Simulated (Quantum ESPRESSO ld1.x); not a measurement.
The mean radii <r> (bohr) of the occupied orbitals of an atom or ion are listed with their occupations. Method: scalar-relativistic Kohn-Sham, LDA (Slater exchange, VWN5 correlation), spin-unpolarised, spherical densities, point nucleus; computed with ld1.x of Quantum ESPRESSO 7.5.

| orbital | occ. | <r> |
|---|---|---|
| 1s | 2 | 0.01890 |

Name the element and its charge.

Answer. Z = 72, hafnium, charge +70: Hf70+ in [He]. The 1s radius gives Z: for a bare nucleus <r> = (2 gamma + 1)/(2Z) with gamma = sqrt(1 - (Z/c)^2), 0.01876 bohr for Z = 72, and screening makes it slightly larger (0.01890 here). The occupations add up to 2, and the charge is Z minus that.
